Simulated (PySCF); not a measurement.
# Correlation energy of Pb²⁺ (lead, charge +2)

[Xe] 4f14 5d10 6s2, closed-shell 1S. All numbers are calculated (PySCF 2.14, the spin-free X2C one-electron Hamiltonian (Gaussian nucleus), in x2c-TZVPPall with one added diffuse shell each of s, p, d, f type (12s8p7d4f, 99 functions)). Frozen: [Xe] 4f14 5d10; 2 electrons correlated.

With two correlated electrons CCSD is exact within the correlated space (frozen core and kept virtual orbitals).

```
level  correlation energy (mhartree)
 CCSD                         -27.15
```

Diagnostics: T1 = 0.0019, D1 = 0.0027, largest double amplitude 0.077.

Is a single reference adequate?

Mostly. T1 lies below 0.03, but a double amplitude of this size points to a near-degeneracy that CCSD handles and MP2 describes poorly.
